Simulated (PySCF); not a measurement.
**Electron correlation in Ti⁺ (titanium, charge +1)**

[Ar] 3d3, high-spin 4F determinant (an excited configuration). All numbers are calculated (PySCF 2.14, the spin-free X2C one-electron Hamiltonian (Gaussian nucleus), in x2c-QZVPPall). Frozen: [Ar]; 3 electrons correlated.

```tsv
level	correlation energy (mhartree)
CCSD	-26.53
(T)	-0.30
CCSD(T)	-26.83
```

Diagnostics: T1 = 0.0092, D1 = 0.0130, largest double amplitude 0.027.

**Question.** Is a single reference adequate?

**Answer.** Yes: T1 lies below 0.03 and no double amplitude reaches 0.07.
